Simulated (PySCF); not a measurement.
Magnetisability: SMILES FC(F)(F)S[c+]1cc1Br, [C₄HBrF₃S]+, charge +1

Cartesian coordinates in Å; atom numbers follow the order of the lines, from 1:
```xyz
10

F     1.3616    0.5942   -1.4361
C     1.8288    0.0207   -0.3441
F     1.7564    0.8814    0.6524
F     3.0521   -0.3888   -0.5191
S     0.7164   -1.4875    0.0730
C    -0.7011   -0.6550    0.2197
C    -2.0802   -0.6423    0.4736
C    -1.4700    0.5512    0.1939
Br   -1.4936    2.3290   -0.0501
H    -2.9616   -1.1983    0.7144
```

Total charge +1.

The calculation used PySCF 2.14.0, GIAO B3LYP/pcSseg-1 magnetisability, rotational g tensor and spin-rotation constants, non-relativistic, gas phase. Geometry: GFN2-xTB.

The calculation is non-relativistic, which matters for the atoms heavier than Zn. For an ion the centre-of-mass motion in the field is neglected.

Q: How diamagnetic is it, and how anisotropic?

A: Isotropic -1380 × 10⁻³⁰ J/T², or -83.1 × 10⁻⁶ cm³/mol; principal values -1636, -1288, -1215 × 10⁻³⁰ J/T², anisotropy 389 × 10⁻³⁰ J/T² (root of half the summed squared differences of the principal values). The susceptibility is in cgs units.

Q: Split it along the inertial axes a, b, c into diamagnetic and paramagnetic parts about the centre of mass, with the quadrupole moment.

A: 
| axis | χ (10⁻⁶ cm³/mol) | diamagnetic (10⁻⁶ cm³/mol) | paramagnetic (10⁻⁶ cm³/mol) | summed x² of all electrons (Å²) | quadrupole Θ (D Å) |
| --- | --- | --- | --- | --- | --- |
| a | -73.4 | -733.5 | 660.1 | 381.7 | +8.11 |
| b | -77.3 | -1765.6 | 1688.3 | 138.4 | +10.72 |
| c | -98.5 | -2206.5 | 2108.0 | 34.5 | -18.83 |

Anisotropies 2χaa − χbb − χcc = +29.0 and 2χbb − χaa − χcc = +17.3 × 10⁻⁶ cm³/mol. Θ is traceless in Buckingham's convention.

Q: And the rotational g tensor?

A: 
| axis | rotational constant (GHz) | g | nuclear part | electronic part |
| --- | --- | --- | --- | --- |
| a | 1.7110 | -0.0210 | 0.5097 | -0.5306 |
| b | 0.6021 | -0.0067 | 0.4708 | -0.4775 |
| c | 0.4825 | +0.0034 | 0.4813 | -0.4779 |

Asymmetric top; isotopes 79Br, 12C, 19F, 1H, 32S; no vibrational averaging.
